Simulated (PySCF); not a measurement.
Computed IR spectrum (relative IR intensity) of a molecule C₂H₈OSn. Coordinates come from a B3LYP-D3(BJ)/def2-SVP optimisation. The def2 effective core potentials stand for the cores of Sn; spin–orbit coupling is left out. One conformer was computed; it need not be the lowest. Method: B3LYP-D3(BJ)/def2-SVP (PySCF). Frequencies are harmonic and unscaled.

Lines under 2 % of the strongest are left out, and lines within 2 cm⁻¹ are merged.

ν (cm⁻¹): 148 (m), 388 (m), 506 (w), 527 (vw), 594 (s), 617 (s), 694 (m), 713 (m), 829 (m), 959 (vw), 1044 (w), 1213 (w), 1474 (vw), 1860 (s), 1868 (vs), 3020 (m), 3051 (w), 3090 (w), 3104 (vw), 3121 (w), 3837 (m) (against the strongest line: vs over 80 %, s over 45 %, m over 15 %, w over 4 %, vw less)

Which structure fits?
A) [CH3][SnH]([CH3])[OH]
B) CC[O][SnH3]
C) C[CH2][SnH2][OH]
D) C[O][SnH2][CH3]

C, C[CH2][SnH2][OH]
